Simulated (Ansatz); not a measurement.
H6GeSi2, singlet, geometry from GFN2-xTB; SC-NEVPT2/6-31G, CASSCF(6,4) run with Ansatz (an electronic-structure program).

Ansatz was given this input:
Ansatz 0.2 input:
```yaml
crystal:
  periodic: [false, false, false]
  atoms:
    - {symbol: Ge, position_ang: [-0.09922589, 0.05470724, 0.85680706]}
    - {symbol: Si, position_ang: [0.82765752, 1.57424104, -0.76115055]}
    - {symbol: H, position_ang: [0.75294597, 2.97207375, -0.29893865]}
    - {symbol: H, position_ang: [0.27924765, 1.60279914, -2.12572765]}
    - {symbol: H, position_ang: [2.26711988, 1.30330376, -0.92041878]}
    - {symbol: Si, position_ang: [-0.66787004, -1.66494957, -0.72672136]}
    - {symbol: H, position_ang: [0.51549771, -2.48533961, -1.03581186]}
    - {symbol: H, position_ang: [-1.22182084, -1.26067926, -2.02815982]}
    - {symbol: H, position_ang: [-1.65478685, -2.61287000, -0.17856252]}
basis:
  gaussian:
    orbitals: 6-31G
magnetization: {spin_polarized: false}
correlation: {method: sc_nevpt2, electrons: all, active_space: {window: {electrons: 6, orbitals: 4}}}
```

Question: Predict the main parts of the log of this Ansatz run.

Answer: 
```
Functional definition: HF
722 factors; integrals over basis functions are off by at most 1.8e-4 eV
mean field evaluation 1: about -72278.2656 eV, gradient 1.1e1 eV
mean field evaluation 2: about -72278.2740 eV, gradient 1.1e1 eV
mean field evaluation 4: about -72279.1328 eV, gradient 1.8e0 eV
mean field evaluation 8: about -72279.1426 eV, gradient 1.6e-4 eV
mean field -72279.14264029 eV, -2656.2094994682 hartree, gradient 2.1e-6 eV, S^2 0.000000; 0 other end points of the search recorded, 0 dependent functions left out; unrestricted orbitals would lower it
reference -72279.14264029 eV, -2656.2094994682 hartree; 33, 33 occupied and 34, 34 virtual orbitals, 722 factors
state -72279.55635421 eV, -2656.2247031743 hartree
state -72279.55635421 eV, -2656.2247031743 hartree; corrected -72289.14749737 eV, -2656.5771711842 hartree
state -72279.42887996 eV, -2656.2200185819 hartree
state -72279.42887996 eV, -2656.2200185819 hartree; corrected -72289.12072829 eV, -2656.5761874387 hartree
state -72279.55635421 eV, -2656.2247031743 hartree; corrected -72289.14749737 eV, -2656.5771711842 hartree
state -72279.47605326 eV, -2656.2217521690 hartree
state -72279.47605326 eV, -2656.2217521690 hartree; corrected -72289.12473684 eV, -2656.5763347502 hartree
state -72279.55635421 eV, -2656.2247031743 hartree; corrected -72289.14749737 eV, -2656.5771711842 hartree
2 active orbitals were swapped for others, from the solution at -72279.42886636 eV, -2656.2200180821 hartree to that at -72279.55634597 eV, -2656.2247028714 hartree; typed "places" are swapped only where nearly empty or full, and so, without "given_window_search", are "orbital_numbers", "shells" and a window whose orbitals a file names under [Active]
WARN: 1 active orbitals are nearly empty or full. The corrections depend on them more than the energy does, and are more stable in an active space without them
Total energy: -72289.14749737 eV, -2656.5771711842 hartree
```
